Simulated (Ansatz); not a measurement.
Geometry optimisation, RKS BHLYP-D4/def2-SVP (Ansatz 0.2.0).

input.yaml

```yaml
crystal:
  periodic: [false, false, false]
  atoms:
    - { symbol: Ge, position_ang: [0.22998, 0.063193, 0.050881] }
    - { symbol: F, position_ang: [0.549433, -0.009924, 1.710223] }
    - { symbol: H, position_ang: [1.732116, -0.057748, -0.121646] }
    - { symbol: H, position_ang: [-0.621449, 1.247337, -0.358377] }
    - { symbol: F, position_ang: [-0.635379, -1.348958, -0.393181] }
basis:
  gaussian: { orbitals: def2-SVP }
hamiltonian:
  xc: { name: BHLYP }
  dispersion: d4
relax:
  f_tol: 0.03
  max_steps: 50
```

Run as:

```bash
$ ansatz run input.yaml --threads 1 --pin off --max-ram 2048MiB --backend cpu --events-out ev --progress --plain --runs-dir out
```

Q: Where does it end, and by what steps?

A: The forces met the threshold. After 3 steps the energy has fallen by 0.400 eV; H3 moved furthest, 0.27 Å.

| step | energy less start (eV) | largest force component (eV/Å) | accepted |
| --- | --- | --- | --- |
| 0 | 0.0000 | 1.755 | yes |
| 1 | -0.3598 | 0.382 | yes |
| 2 | -0.3978 | 0.154 | yes |
| 3 | -0.4001 | 0.022 | yes |

```xyz
5
Properties=species:S:1:pos:R:3
Ge 0.295 0.056 0.111
F 0.324 0.005 1.828
H 1.723 -0.061 -0.388
H -0.533 1.257 -0.308
F -0.553 -1.363 -0.355
```

Time of the run: 10 s on 1 thread of Arm Neoverse V1, with other jobs on the host, peak memory 0.13 GiB.
